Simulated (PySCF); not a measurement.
PySCF job for C4H12Sn, SMILES [Sn]([CH3])([CH3])([CH3])[CH3], B3LYP-D3(BJ)/def2-SVP. Geometry: B3LYP-D3(BJ)/def2-SVP. The isomer is the one that the SMILES or the coordinates give; other isomers of the formula were not compared. The def2 effective core potentials stand for the cores of Sn; spin–orbit coupling is left out.

```python
import numpy as np
from pyscf import gto, scf, dft, df
from pyscf.hessian import thermo

mol = gto.M(
    atom='''
    C     1.25580447    1.25580447   -1.25580447
    Sn   -0.00000000    0.00000000   -0.00000000
    C    -1.25580447    1.25580447    1.25580447
    C    -1.25580447   -1.25580447   -1.25580446
    C     1.25580447   -1.25580447    1.25580447
    H     0.63279020    1.89711024   -1.89711025
    H     1.89711025    0.63279021   -1.89711025
    H     1.89711025    1.89711025   -0.63279020
    H    -1.89711025    0.63279020    1.89711025
    H    -1.89711025    1.89711025    0.63279020
    H    -0.63279020    1.89711025    1.89711025
    H    -1.89711026   -0.63279020   -1.89711025
    H    -0.63279020   -1.89711025   -1.89711025
    H    -1.89711025   -1.89711025   -0.63279020
    H     1.89711025   -1.89711025    0.63279021
    H     1.89711025   -0.63279020    1.89711025
    H     0.63279020   -1.89711024    1.89711025
    ''',
    basis='def2-SVP',
    ecp={'Sn': 'def2-svp'},
    charge=0,
    spin=0,
    max_memory=1600,
    verbose=3,
)
mf = dft.RKS(mol, xc='b3lyp').density_fit(auxbasis='def2-universal-jkfit')
mf.disp = 'd3bj'
mf.grids.level = 3
mf.conv_tol = 1e-11
mf.max_cycle = 100
mf.kernel()

# [left out here: the lines that compute and print the analytic Hessian (its translational invariance restored by hand, since the grid's response is missing), thermochemistry and intensities]
```

Program output:

```
converged SCF energy = -373.920040241876

WARN: DFTD3 does not support analytical Hessian, using finite difference


WARN: Mole.unit (angstrom) is changed to Bohr

Mode                                 0                   1                   2
Irrep
Freq [cm^-1]                       82.8961             84.0557             84.0574
Reduced mass [au]                   1.0080              1.0210              1.0210
Force const [Dyne/A]                0.0041              0.0043              0.0043
Char temp [K]                     119.2691            120.9374            120.9398
Normal mode                   x     y     z       x     y     z       x     y     z
       0   C                 0.00 -0.00 -0.00   -0.01 -0.01 -0.02    0.01 -0.01  0.00
       1  Sn                 0.00  0.00 -0.00   -0.00 -0.00 -0.00    0.00  0.00  0.00
       2   C                 0.00  0.00  0.00    0.01  0.01  0.00    0.01  0.01 -0.00
       3   C                -0.00  0.00  0.00   -0.01 -0.01  0.02   -0.01  0.01 -0.00
       4   C                -0.00 -0.00 -0.00    0.01  0.01 -0.00   -0.01 -0.01  0.00
       5   H                 0.00  0.20  0.20   -0.01 -0.04 -0.04    0.02 -0.20 -0.20
       6   H                -0.20 -0.00 -0.20    0.01 -0.02  0.01    0.21 -0.02  0.20
       7   H                 0.20 -0.20 -0.00   -0.03  0.02 -0.03   -0.18  0.18  0.00
       8   H                 0.20  0.00  0.20   -0.25  0.02 -0.25    0.24  0.02  0.24
       9   H                -0.20 -0.20  0.00    0.27  0.27  0.00   -0.22 -0.22 -0.00
      10   H                 0.00  0.20 -0.20    0.02 -0.25  0.25    0.02  0.24 -0.24
      11   H                 0.20  0.00 -0.20   -0.04 -0.01  0.04   -0.21  0.02  0.21
      12   H                -0.00 -0.20  0.20   -0.02  0.01 -0.01   -0.02  0.22 -0.21
      13   H                -0.20  0.20  0.00    0.02 -0.03  0.03    0.19 -0.19 -0.00
      14   H                 0.20  0.20 -0.00    0.32  0.32 -0.00    0.15  0.15  0.00
[...]
       9   H                -0.06  0.04  0.14    0.09  0.00 -0.12    0.30  0.31  0.02
      10   H                 0.08  0.17 -0.23   -0.08 -0.12  0.18   -0.15  0.24 -0.13
      11   H                -0.17 -0.17  0.04   -0.22  0.02  0.23    0.16 -0.07 -0.21
      12   H                 0.14  0.25 -0.15    0.10 -0.11  0.19   -0.07  0.16 -0.21
      13   H                -0.29  0.31  0.03   -0.12  0.03 -0.13    0.05  0.04  0.13
      14   H                -0.03  0.02 -0.06   -0.02  0.11 -0.17    0.32  0.30  0.03
      15   H                -0.09 -0.03  0.11   -0.18 -0.11  0.26    0.24 -0.15 -0.13
      16   H                 0.04  0.08  0.11    0.06  0.25  0.29   -0.17  0.18  0.05
Mode                                33                  34                  35
Irrep
Freq [cm^-1]                     3037.5280           3037.5280           3037.5282
Reduced mass [au]                   1.0317              1.0317              1.0317
Force const [Dyne/A]                5.6087              5.6087              5.6087
Char temp [K]                    4370.3264           4370.3265           4370.3267
Normal mode                   x     y     z       x     y     z       x     y     z
       0   C                -0.00 -0.00  0.00    0.00  0.00 -0.00   -0.02 -0.02  0.02
       1  Sn                 0.00 -0.00 -0.00    0.00  0.00  0.00    0.00  0.00 -0.00
       2   C                -0.02  0.02  0.02    0.01 -0.01 -0.01   -0.01  0.01  0.01
       3   C                -0.00 -0.00 -0.00   -0.02 -0.02 -0.02   -0.01 -0.01 -0.01
       4   C                -0.02  0.02 -0.02   -0.01  0.01 -0.01    0.01 -0.01  0.01
       5   H                -0.01  0.01 -0.01    0.00 -0.00  0.00   -0.29  0.28 -0.28
       6   H                 0.01 -0.01 -0.01   -0.00  0.00  0.00    0.28 -0.29 -0.28
       7   H                 0.01  0.01  0.01   -0.00 -0.00 -0.00    0.28  0.28  0.29
       8   H                 0.23  0.24 -0.23   -0.14 -0.14  0.14    0.08  0.08 -0.08
       9   H                 0.23 -0.23  0.24   -0.14  0.14 -0.14    0.08 -0.08  0.09
      10   H                -0.24 -0.23 -0.23    0.14  0.14  0.14   -0.09 -0.08 -0.08
      11   H                 0.01 -0.01  0.01    0.26 -0.27  0.26    0.10 -0.10  0.10
      12   H                -0.01  0.01  0.01   -0.27  0.26  0.26   -0.10  0.10  0.10
      13   H                 0.01  0.01 -0.01    0.26  0.26 -0.28    0.09  0.09 -0.10
      14   H                 0.23 -0.23 -0.24    0.13 -0.13 -0.13   -0.10  0.10  0.11
      15   H                 0.23  0.24  0.23    0.13  0.13  0.13   -0.10 -0.11 -0.10
      16   H                -0.24 -0.23  0.23   -0.13 -0.13  0.13    0.11  0.10 -0.10
Mode                                36                  37                  38
Irrep
Freq [cm^-1]                     3038.4607           3139.7217           3139.7218
Reduced mass [au]                   1.0317              1.1041              1.1041
Force const [Dyne/A]                5.6121              6.4126              6.4126
Char temp [K]                    4371.6684           4517.3606           4517.3606
Normal mode                   x     y     z       x     y     z       x     y     z
       0   C                -0.01 -0.01  0.01    0.02 -0.02 -0.00    0.00 -0.04 -0.03
       1  Sn                 0.00  0.00 -0.00   -0.00  0.00 -0.00    0.00  0.00  0.00
       2   C                 0.01 -0.01 -0.01    0.04  0.02  0.02    0.01  0.04 -0.03
       3   C                 0.01  0.01  0.01   -0.04  0.04  0.00   -0.01 -0.02  0.03
       4   C                -0.01  0.01 -0.01   -0.02 -0.04 -0.02   -0.00  0.02  0.03
       5   H                -0.17  0.16 -0.16   -0.09  0.09 -0.10   -0.02  0.02 -0.03
       6   H                 0.16 -0.17 -0.16   -0.13  0.12  0.13   -0.23  0.23  0.23
       7   H                 0.16  0.16  0.17    0.03  0.03  0.03    0.21  0.21  0.20
       8   H                -0.16 -0.17  0.16   -0.12 -0.12  0.13   -0.23 -0.23  0.23
       9   H                -0.16  0.16 -0.17   -0.12  0.13 -0.12    0.17 -0.16  0.16
      10   H                 0.17  0.16  0.16   -0.24 -0.25 -0.25   -0.06 -0.06 -0.07
      11   H                -0.16  0.17 -0.16    0.22 -0.21  0.22   -0.15  0.14 -0.14
      12   H                 0.17 -0.16 -0.16    0.24 -0.25 -0.25    0.06 -0.07 -0.06
      13   H                -0.16 -0.16  0.17    0.02  0.04 -0.03    0.21  0.21 -0.20
      14   H                 0.16 -0.16 -0.17   -0.13  0.12  0.12    0.17 -0.17 -0.16
      15   H                 0.16  0.17  0.16    0.22  0.21  0.22   -0.15 -0.14 -0.14
      16   H                -0.17 -0.16  0.16    0.09  0.09 -0.10    0.02  0.03 -0.02
Mode                                39                  40                  41
Irrep
Freq [cm^-1]                     3139.7218           3139.8691           3139.8692
Reduced mass [au]                   1.1041              1.1046              1.1046
Force const [Dyne/A]                6.4126              6.4165              6.4165
Char temp [K]                    4517.3606           4517.5726           4517.5726
Normal mode                   x     y     z       x     y     z       x     y     z
       0   C                -0.04  0.01 -0.03   -0.02  0.04  0.01    0.03  0.01  0.03
       1  Sn                -0.00 -0.00  0.00    0.00 -0.00 -0.00   -0.00  0.00 -0.00
       2   C                 0.02 -0.01  0.03    0.02  0.04 -0.01   -0.03  0.01 -0.03
       3   C                -0.02 -0.01  0.03    0.02 -0.04  0.01   -0.03 -0.01  0.03
       4   C                 0.04  0.01 -0.03   -0.02 -0.04 -0.01    0.03 -0.01 -0.03
       5   H                 0.25 -0.26  0.26    0.14 -0.14  0.15   -0.17  0.17 -0.17
       6   H                 0.07 -0.08 -0.09    0.22 -0.22 -0.22    0.05 -0.04 -0.04
       7   H                 0.17  0.18  0.17   -0.08 -0.07 -0.07   -0.21 -0.21 -0.21
       8   H                 0.08  0.08 -0.08   -0.22 -0.22  0.22   -0.05 -0.04  0.04
       9   H                -0.18  0.18 -0.17    0.08 -0.07  0.07    0.21 -0.21  0.21
      10   H                -0.10 -0.10 -0.09   -0.14 -0.14 -0.15    0.17  0.17  0.17
      11   H                -0.08  0.08 -0.07   -0.22  0.22 -0.22   -0.05  0.04 -0.04
      12   H                 0.10 -0.10 -0.09   -0.14  0.14  0.15    0.17 -0.17 -0.17
      13   H                 0.18  0.18 -0.17    0.08  0.07 -0.07    0.21  0.21 -0.21
      14   H                -0.17  0.18  0.17   -0.08  0.07  0.07   -0.21  0.21  0.21
      15   H                -0.07 -0.08 -0.09    0.22  0.22  0.22    0.05  0.04  0.04
      16   H                -0.25 -0.26  0.26    0.14  0.14 -0.15   -0.17 -0.17  0.17
Mode                                42                  43                  44
Irrep
Freq [cm^-1]                     3140.5522           3140.5522           3140.5522
Reduced mass [au]                   1.1043              1.1043              1.1043
Force const [Dyne/A]                6.4173              6.4173              6.4173
Char temp [K]                    4518.5554           4518.5554           4518.5554
Normal mode                   x     y     z       x     y     z       x     y     z
       0   C                 0.03 -0.04 -0.01   -0.03  0.01 -0.01    0.02  0.02  0.04
       1  Sn                 0.00 -0.00  0.00   -0.00 -0.00  0.00    0.00  0.00  0.00
       2   C                -0.01 -0.03  0.03   -0.04 -0.03 -0.01    0.03 -0.01  0.03
       3   C                 0.02 -0.04  0.02   -0.03  0.01  0.03   -0.02 -0.01  0.03
       4   C                -0.01 -0.03 -0.02   -0.04 -0.02  0.02   -0.01  0.03  0.04
       5   H                -0.17  0.17 -0.18    0.17 -0.17  0.17   -0.12  0.13 -0.12
       6   H                -0.22  0.22  0.23    0.08 -0.08 -0.09    0.14 -0.13 -0.13
       7   H                 0.06  0.04  0.05    0.08  0.09  0.09   -0.26 -0.26 -0.25
       8   H                 0.21  0.20 -0.21    0.17  0.17 -0.18    0.06  0.05 -0.04
       9   H                -0.17  0.17 -0.16    0.04 -0.05  0.04   -0.21  0.21 -0.21
      10   H                 0.04  0.04  0.05    0.21  0.21  0.22   -0.16 -0.17 -0.16
      11   H                -0.26  0.25 -0.26    0.04 -0.04  0.05   -0.09  0.08 -0.08
      12   H                -0.14  0.14  0.15    0.21 -0.22 -0.21    0.09 -0.10 -0.09
      13   H                 0.12  0.11 -0.11    0.17  0.18 -0.17    0.18  0.18 -0.17
      14   H                -0.10  0.10  0.10    0.12 -0.14 -0.13    0.22 -0.22 -0.22
      15   H                 0.17  0.17  0.17    0.13  0.13  0.14   -0.17 -0.17 -0.17
      16   H                 0.07  0.07 -0.08    0.25  0.26 -0.26    0.05  0.06 -0.05
temperature 298.1500 [K]
pressure 101325.00 [Pa]
Rotational constants [GHz] 2.37480 2.37480 2.37480
Symmetry number 12
Zero-point energy (ZPE) 0.14240 [Eh]   373858.301 [J/mol]
                           tot       elec      trans        rot        vib
Entropy [J/mol/K]       414.109      0.000    173.431     94.715    145.963
Cv [J/mol/K]            150.863      0.000     12.472     12.472    125.920
Cp [J/mol/K]            159.177      0.000     20.786     12.472    125.920
Internal energy [J/mol]                      3718.434   3718.434 395528.397
Internal energy [Eh]   -373.76656  -373.92004
Enthalpy [J/mol]                             6197.391   3718.434 395528.397
Enthalpy [Eh]          -373.76561
Gibbs free energy [J/mol]                  -45511.012 -24520.724 352009.499
Gibbs free energy [Eh] -373.81264
mode   freq/cm-1   IR/(km/mol)
   1       82.90         0.000
   2       84.06         0.000
   3       84.06         0.000
   4       84.06         0.000
   5      127.63         0.000
   6      127.63         0.000
   7      133.92         4.054
   8      133.92         4.054
   9      133.92         4.054
  10      484.46         0.000
  11      513.51        30.322
  12      513.51        30.322
  13      513.51        30.322
  14      663.09         0.000
  15      663.09         0.000
  16      663.09         0.000
  17      774.52         0.000
  18      774.52         0.000
  19      776.60       101.351
  20      776.60       101.351
  21      776.60       101.351
  22     1206.86         1.834
  23     1206.86         1.834
  24     1206.86         1.834
  25     1219.28         0.000
  26     1433.87         0.000
  27     1433.87         0.000
  28     1433.87         0.000
  29     1435.35         0.000
  30     1435.35         0.000
  31     1445.10         3.063
  32     1445.10         3.063
  33     1445.10         3.063
  34     3037.53        16.790
  35     3037.53        16.790
  36     3037.53        16.790
  37     3038.46         0.000
  38     3139.72         0.000
  39     3139.72         0.000
  40     3139.72         0.000
  41     3139.87         0.000
  42     3139.87         0.000
  43     3140.55        20.361
  44     3140.55        20.361
  45     3140.55        20.361
max |gradient| / (hartree/bohr): 1.973041586840631e-05
APT charges: [-0.3377  1.4878 -0.3377 -0.3377 -0.3377 -0.0114 -0.0114 -0.0114 -0.0114
 -0.0114 -0.0114 -0.0114 -0.0114 -0.0114 -0.0114 -0.0114 -0.0114]
```

The run converged.
